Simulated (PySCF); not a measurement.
C₂H₆N, charge +2, doublet, geometry from GFN2-xTB of the parent state (a state made from the parent by changing its charge; the spin is typed, not shown lowest); R2SCAN/STO-3G (PySCF).

Here is a job for PySCF.
```python
from pyscf import gto, scf, dft

mol = gto.Mole()
mol.atom = '''
    C    -1.241027    0.218321    0.058090
    C     0.041878   -0.527900    0.050800
    N     1.227038    0.197028   -0.129007
    H    -2.038419   -0.413925    0.444645
    H    -1.163761    1.106736    0.686271
    H    -1.541783    0.552528   -0.944774
    H     0.062801   -1.528630   -0.347993
    H     1.221493    1.093000    0.341349
    H     2.065295   -0.331429    0.070216
'''
mol.basis = 'sto-3g'
mol.charge = 2
mol.spin = 1
mol.verbose = 5
mol.build()

mf = dft.UKS(mol)
mf.xc = 'r2scan'
mf.kernel()
mf.analyze()
```

It wrote (shortened):

```
PySCF version 2.14.0

[INPUT] verbose = 5
[INPUT] max_memory = 4000
[INPUT] num. atoms = 9
[INPUT] num. electrons = 23
[INPUT] charge = 2
[INPUT] spin (= nelec alpha-beta = 2S) = 1
[INPUT] symmetry False subgroup None
[INPUT] Mole.unit = angstrom
[INPUT] Symbol           X                Y                Z      unit          X                Y                Z       unit  Magmom
[...]
[INPUT] ---------------- BASIS SET ----------------
[INPUT] l, kappa, [nprim/nctr], expnt,             c_1 c_2 ...
[INPUT] C
[...]
                                13.045096         0.53532814
                                3.5305122         0.44463454
[...]
                                0.6834831         0.39951283
                                0.2222899         0.70011547
[...]
                                0.6834831         0.60768372
                                0.2222899         0.39195739
[INPUT] H
[...]
                                0.62391373        0.53532814
                                0.1688554         0.44463454
[INPUT] N
[...]
                                18.052312         0.53532814
                                4.8856602         0.44463454
[...]
                                0.8784966         0.39951283
                                0.2857144         0.70011547
[...]
                                0.8784966         0.60768372
                                0.2857144         0.39195739

nuclear repulsion = 76.5131804715861
number of shells = 15
number of NR pGTOs = 63
number of NR cGTOs = 21
basis = sto-3g
ecp = {}

******** <class 'pyscf.dft.uks.UKS'> ********
method = UKS
initial guess = minao
damping factor = 0
level_shift factor = 0
DIIS = <class 'pyscf.scf.diis.CDIIS'>
diis_start_cycle = 1
diis_space = 8
diis_damp = 0
SCF conv_tol = 1e-09
SCF conv_tol_grad = None
SCF max_cycles = 50
direct_scf = True
direct_scf_tol = 1e-13
number electrons alpha = 12  beta = 11
XC library pyscf.dft.libxc version 7.1.2
    S. Lehtola, C. Steigemann, M. J. T. Oliveira, and M. A. L. Marques,  SoftwareX 7, 1–5 (2018)
XC functionals = r2scan
    J. W. Furness, A. D. Kaplan, J. Ning, J. P. Perdew, and J. Sun,  J. Phys. Chem. Lett. 11, 8208–8215 (2020)
    J. W. Furness, A. D. Kaplan, J. Ning, J. P. Perdew, and J. Sun,  J. Phys. Chem. Lett. 11, 9248–9248 (2020)
    J. W. Furness, A. D. Kaplan, J. Ning, J. P. Perdew, and J. Sun,  J. Phys. Chem. Lett. 11, 8208–8215 (2020)
[...]
converged SCF energy = -131.903048849602  <S^2> = 0.78376261  2S+1 = 2.0334823
Total Energy =                        -131.903048849602072
[...]
2 N 1s          -0.00101
2 N 2s           0.06167
2 N 2px         -0.08043
2 N 2py          0.00628
2 N 2pz          0.03993
3 H 1s           0.63502
4 H 1s           0.07024
5 H 1s           0.24320
6 H 1s          -0.24966
7 H 1s          -0.05731
8 H 1s           0.03088

To work with the spin densities directly, `use mulliken_meta_spin()` only printing them here.

 ** Mulliken spin pop alpha/beta on meta-lowdin orthogonal AOs **
 ** Mulliken Spin Density (per AO)  **
spin_pop of  0 C 1s       -0.00001
spin_pop of  0 C 2s        0.00127
spin_pop of  0 C 2px       0.00441
spin_pop of  0 C 2py      -0.00376
spin_pop of  0 C 2pz       0.19964
spin_pop of  1 C 1s        0.00000
spin_pop of  1 C 2s       -0.01690
spin_pop of  1 C 2px      -0.01633
spin_pop of  1 C 2py      -0.01709
spin_pop of  1 C 2pz      -0.10010
spin_pop of  2 N 1s       -0.00001
spin_pop of  2 N 2s        0.07223
spin_pop of  2 N 2px       0.02343
spin_pop of  2 N 2py       0.04606
spin_pop of  2 N 2pz       0.65997
spin_pop of  3 H 1s        0.01450
spin_pop of  4 H 1s        0.04381
spin_pop of  5 H 1s        0.12369
spin_pop of  6 H 1s        0.00806
spin_pop of  7 H 1s       -0.02165
spin_pop of  8 H 1s       -0.02124
 ** Mulliken Spin Density (per atom)  **
spin density of  0 C =      0.20156
spin density of  1 C =     -0.15042
spin density of  2 N =      0.80168
spin density of  3 H =      0.01450
spin density of  4 H =      0.04381
spin density of  5 H =      0.12369
spin density of  6 H =      0.00806
spin density of  7 H =     -0.02165
spin density of  8 H =     -0.02124
 ** Mulliken pop alpha/beta on meta-lowdin orthogonal AOs **
 ** Mulliken pop       alpha | beta **
[...]
In total            12.00000 | 11.00000
 ** Mulliken atomic charges   ( Nelec_alpha | Nelec_beta ) **
charge of  0C =     -0.07530  (     3.13843      2.93687 )
charge of  1C =      0.35432  (     2.74763      2.89805 )
charge of  2N =      0.18720  (     3.80724      3.00556 )
charge of  3H =      0.20767  (     0.40342      0.38892 )
charge of  4H =      0.19750  (     0.42316      0.37934 )
charge of  5H =      0.29374  (     0.41498      0.29129 )
charge of  6H =      0.20409  (     0.40199      0.39393 )
charge of  7H =      0.30817  (     0.33509      0.35674 )
charge of  8H =      0.32262  (     0.32807      0.34931 )

WARN: System has nonzero charge 2; the dipole moment is origin-dependent.
Location of origin: [0. 0. 0.]

Dipole moment(X, Y, Z, Debye):  1.60581,  0.26127,  0.32466
```
